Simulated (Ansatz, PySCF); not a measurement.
## Er(BH4)3 in two programs

Er(BH4)3 (singlet in the valence; each metal's 4f electrons, 11 of them, lie in its core potential, out of spins and levels), relaxed with PySCF 2.14.0, RKS PBE0, Er lcecp-1-SVP with ECP57, B def2-SVP, H def2-SVP; non-relativistic Hamiltonian with scalar-relativistic core potentials where named; density fitting; no spin-orbit coupling:

```xyz
16

Er    0.0000    0.0000    0.0000
B     2.4122    0.0144    0.0000
H     3.6156   -0.0169    0.0000
H     1.9074   -0.5683    0.9976
H     1.9074   -0.5683   -0.9976
H     1.9395    1.1695    0.0000
B    -1.2186    2.0818    0.0000
H    -1.7932    3.1397    0.0000
H    -0.4615    1.9360    0.9976
H    -0.4615    1.9360   -0.9976
H    -1.9826    1.0949    0.0000
B    -1.1936   -2.0962    0.0000
H    -1.8224   -3.1228    0.0000
H    -1.4459   -1.3677    0.9976
H    -1.4459   -1.3677   -0.9976
H     0.0431   -2.2644    0.0000
```

There the HOMO–LUMO gap is 6.86 eV. The 4f levels lie in the core potential and are missing.

The same geometry by Ansatz 0.2.0 (PBE, PAW with the 4f shell of lanthanides and the 5f shell of actinides in the valence, a periodic box with 9 Å of vacuum; gaps over both spins; site moments in spheres, but by Gaussian weights under spin-orbit coupling, so that the two can't be compared; unpaired electrons at the start: 3, along z under spin-orbit coupling; the open shells may stand above their lowest state):

| spin-orbit coupling | U on f (eV) | gap (eV) | spin moment on Er1 (μB) | orbital moment of its f shell (μB) | largest force component (eV/Å) |
| --- | --- | --- | --- | --- | --- |
| without | 0 | 1.10 | 2.84 | – | 0.18 |
| without | 5 | 2.86 | 2.95 | – | 0.19 |

What does the run with spin-orbit coupling and with U = 0 eV give?

gap (eV): 0.40, spin moment on Er1 (μB): 2.37, orbital moment of its f shell (μB): 1.70, largest force component (eV/Å): 0.17. It took 100 s on 4 threads of Arm Neoverse V2, with other jobs on the host, peak memory 4.2 GiB.

Semilocal functionals tend to give orbital moments well under those of Hund's rules.

Without U the plane-wave gap ends on 4f levels, which the Gaussian run lacks; U moves filled and empty 4f levels apart, though the lowest empty ones can remain 4f.

The spin-orbit runs use fully relativistic datasets of their own, so changes of a few hundredths of an eV needn't come from the coupling.

An lcecp potential fixes the number of 4f electrons, so in runs with it no electron can move into or out of that shell.
